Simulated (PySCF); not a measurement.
Compound: C7H8ClO (doublet state).
Z-matrix (Å and degrees, GFN2-xTB geometry), rows numbered from 1:
```
C 
C   1  1.3192
C   2  1.5118  1  124.05
C   3  1.4861  2  111.97  1   125.31
Cl  4  1.7008  3  121.76  2   -58.22
C   4  1.4889  3  112.60  2    99.49
C   6  1.5298  4  103.92  3    20.21
C   7  1.5163  6  107.20  4   -13.98
O   8  1.1986  3  125.27  2    68.53
H   1  1.0767  2  121.61  3  -179.20
H   1  1.0772  2  121.98  3     1.11
H   2  1.0812  1  121.13  3   178.67
H   3  1.0951  2  108.29  1    -0.74
H   6  1.0929  4  111.60  3   141.73
H   6  1.0987  4  111.35  3   -99.41
H   7  1.0915  6  111.83  4   103.58
H   7  1.0898  6  113.32  4  -135.28
```

The hyperfine couplings belong to this conformer and change with its torsions.

Identity: `C=C[C@H]1[C](Cl)CCC1=O` [radical].

Theory: PySCF 2.14.0, UKS B3LYP, pcH-1 on C Cl H O, non-relativistic, mean-field spin-orbit, GIAO. The structure is a single GFN2-xTB conformer in the gas phase; no vibrational or solvent corrections. A GFN2-xTB geometry isn't a minimum of the functional, and hyperfine couplings can be far from their values at a DFT geometry. No stability test was run, so a lower SCF solution isn't excluded.

(1) Break the g tensor into its mass correction, gauge correction and orbital-Zeeman/spin–orbit terms.

(2) What are the electron Larmor frequencies g μB B/h along the three axes at 1200 mT?

(3) What effective moment and Curie constant follow for a powder?

(4) In a frozen sample, at which fields do the three g values resonate at 9.5, 34, 94 and 263 GHz (hyperfine left aside), and which band first spreads them over more than twice a line width of 0.3 mT?

## Answers

(1) 
```
                    Δg (ppt)      1      2      3
relativistic mass correction  -0.17  -0.17  -0.17
            gauge correction   0.00   0.03   0.02
   orbital Zeeman/spin–orbit  -0.52   4.54   6.07
                       total  -0.69   4.40   5.92
```

So g = 2.00163, 2.00672, 2.00824 and g_iso = 2.00553; the tensor is rhombic: the two nearest values differ by 23 % of g3 − g1. Axes: g2 points within 7° of the C4–Cl5 bond.

(2) 33.6183, 33.7038, 33.7294 GHz for g1, g2 and g3, a range of 111.1 MHz.

(3) With the mean of g² = 4.0222 and S(S+1) = 0.75: μ_eff = √(⟨g²⟩S(S+1)) = 1.737 μB and χT = 0.12505·⟨g²⟩·S(S+1) = 0.377 cm³ K/mol (cgs; spin-Hamiltonian part alone).

(4) 
```csv
band,GHz,B(g3) mT,B(g2) mT,B(g1) mT,spread mT
X,9.5,337.98,338.24,339.10,1.12
Q,34.0,1209.63,1210.54,1213.62,4.00
W,94.0,3344.26,3346.80,3355.31,11.05
J,263.0,9356.82,9363.92,9387.74,30.92
```

The spread grows in proportion to the frequency. X band is the first where it exceeds 0.6 mT.

Largest spin populations (Mulliken): C4 (+0.88), Cl5 (+0.08), C6 (-0.07) and C3 (-0.06). C4 is the only atom above +0.15. The positive populations add up to 1.14 and the negative ones to -0.14, together 2S = 1. The angles at C4 add up to 356.0°, so it is nearly planar.

The HOMO–LUMO gaps are 4.43 eV among the α and 4.83 eV among the β orbitals.
